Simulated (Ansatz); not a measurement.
`C[CH2][AlH][O][SiH3]` + H₂Te → `C[CH2][AlH][TeH]` + `O[SiH3]`  (ligand exchange at the Al–O bond)

Calculated with Ansatz (gas phase, PBE0-D4/def2-TZVP geometries, no zero-point term in ΔE). CCSD(T)/CBS adds triple-zeta CCSD(T) − MP2 to the extrapolated MP2 energy (def2 sets, frozen cores). Functionals use def2-TZVPP. B3LYP here is the variant with VWN-RPA as its local correlation; programs differ in this. Elements past krypton have def2 core potentials. For Te outer-core shells are correlated without core-valence functions, which leaves a few kJ/mol of doubt a bond. Each species was taken in one conformer, which may not be the lowest.

`C[CH2][AlH][O][SiH3]`:

Z-matrix (Å, degrees):
```
C
C 1 1.528
H 1 1.093 2 111.7
H 1 1.094 2 112.1 3 -120.4
H 1 1.093 2 111.7 3 119.2
Al 2 1.951 1 116.2 3 -59.5
H 2 1.099 1 110.4 3 177.7
H 2 1.099 1 110.4 3 63.2
O 6 1.689 2 119.3 1 0.7
H 6 1.583 2 124.0 1 -179.2
Si 9 1.621 6 167.0 2 1.6
H 11 1.488 9 110.1 6 -115.1
H 11 1.488 9 110.1 6 124.9
H 11 1.490 9 110.9 6 5.0
```

H₂Te:

```xyz
3

Te    0.590   -0.469    0.191
H     0.410    0.821   -0.831
H    -1.000   -0.352    0.640
```

`C[CH2][AlH][TeH]`:

Cartesian coordinates in Å:
```
C 1.081 -0.661 -0.475
C 0.030 0.347 -0.931
Al -1.327 0.898 0.368
Te -1.356 -0.019 2.728
H 0.625 -1.601 -0.153
H 1.789 -0.901 -1.274
H 1.661 -0.283 0.370
H 0.510 1.268 -1.287
H -0.515 -0.035 -1.805
H -2.478 1.938 0.034
H -0.019 -0.952 2.425
```

`O[SiH3]`:

Z-matrix (Å, degrees):
```
Si
O 1 1.648
H 1 1.489 2 111.7
H 1 1.489 2 111.7 3 120.9
H 1 1.481 2 105.9 3 -119.6
H 2 0.957 1 117.9 3 -60.5
```

Is it downhill or uphill in electronic energy at CCSD(T)/CBS, and by how much? (Estimate.)

Computed: Uphill: ΔE = +34.0 kJ/mol.

What do these levels give: PBE-D4, ωB97M-V, r2SCAN, B3LYP, HF/def2-TZVPP, HF/def2-QZVPP? (Estimate.)

Computed: PBE-D4 25.8, ωB97M-V 41.1, r2SCAN 36.5, B3LYP 45.7, HF/def2-TZVPP 51.7, HF/def2-QZVPP 54.3 kJ/mol.

Largest T1 diagnostic among the species: 0.011.

In def2-TZVPP, CCSD(T) changes the Hartree–Fock value by −11.5 kJ/mol (the triples alone add −3.4 kJ/mol) and MP2 by −17.9 kJ/mol.
